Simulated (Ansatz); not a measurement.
Abridged output of a molecular run in Ansatz:

```
Functional definition: HF
  name "HF"
  cite "Fock, Z. Phys. 61, 126 (1930) doi:10.1007/BF01340294"
  parent pbe
  exchange = exact_x
  correlation = 0
2209 factors; integrals over basis functions are off by at most 1.1e-3 eV
mean field evaluation 1: about -21628.4728 eV, gradient 6.3e1 eV
mean field evaluation 2: about -21628.7334 eV, gradient 6.3e1 eV
mean field evaluation 4: about -21636.7557 eV, gradient 5.3e0 eV
mean field evaluation 8: about -21636.8703 eV, gradient 4.7e-1 eV
mean field evaluation 16: about -21636.8711 eV, gradient 2.0e-6 eV
mean field -21636.87113166 eV, -795.1403480906 hartree, gradient 2.0e-6 eV, S^2 0.000000; 0 other end points of the search recorded, 0 dependent functions left out
10 core orbitals not correlated: weight in the atoms' cores, before any rotation towards them, 1.000 or more for the frozen orbitals, at most 0.000 for the correlated occupied ones
reference -21636.87113166 eV, -795.1403480906 hartree; 26, 26 occupied and 329, 329 virtual orbitals, 2209 factors
second order -42.90036010 eV of doubles, -0.00000000 eV of singles
cycle   1  -42.71680731 eV  change    1.8e-1 eV  update   1.8e-1
cycle   2  -43.69110611 eV  change   -9.7e-1 eV  update   7.0e-2
cycle   3  -44.01480968 eV  change   -3.2e-1 eV  update   3.4e-2
cycle   4  -44.00495808 eV  change    9.9e-3 eV  update   1.1e-2
cycle   5  -43.99229412 eV  change    1.3e-2 eV  update   4.9e-3
cycle   6  -43.99452063 eV  change   -2.2e-3 eV  update   2.0e-3
cycle   7  -43.99489949 eV  change   -3.8e-4 eV  update   7.9e-4
cycle   8  -43.99454133 eV  change    3.6e-4 eV  update   3.3e-4
cycle   9  -43.99467429 eV  change   -1.3e-4 eV  update   1.2e-4
cycle  10  -43.99478901 eV  change   -1.1e-4 eV  update   5.9e-5
cycle  11  -43.99468745 eV  change    1.0e-4 eV  update   2.5e-5
cycle  12  -43.99470117 eV  change   -1.4e-5 eV  update   1.5e-5
perturbative correction -1.85758917 eV, -0.0682651430 hartree
Total energy: -21682.72342201 eV, -796.8253886809 hartree
```

Its atoms:

```xyz
15

C     1.4320   -0.9345   -0.2761
N     0.0930   -0.5660    0.1019
C    -0.6654   -1.6615    0.6649
Zr   -0.9428    1.1504    0.0461
N     0.2029    2.5019   -0.9248
F    -2.5802    0.8106   -0.8894
Cl   -1.2846    1.8092    2.3099
H     2.0084   -1.2903    0.5893
H     1.9541   -0.0787   -0.7065
H     1.4285   -1.7415   -1.0223
H    -0.1990   -2.0476    1.5810
H    -0.7693   -2.4912   -0.0470
H    -1.6819   -1.3447    0.9364
H     0.9348    3.0509   -0.4920
H     0.0695    2.8328   -1.8714
```

Which basis set was used?
A. cc-pV(D+d)Z
B. def2-QZVPP
C. def2-TZVPP
D. def2-TZVPPD

C. It gives 365 functions.

Write the keys of the input that set method, charge and spin (a neutral closed shell needs none for the last two).


```yaml
correlation: {method: ccsd_t}
```
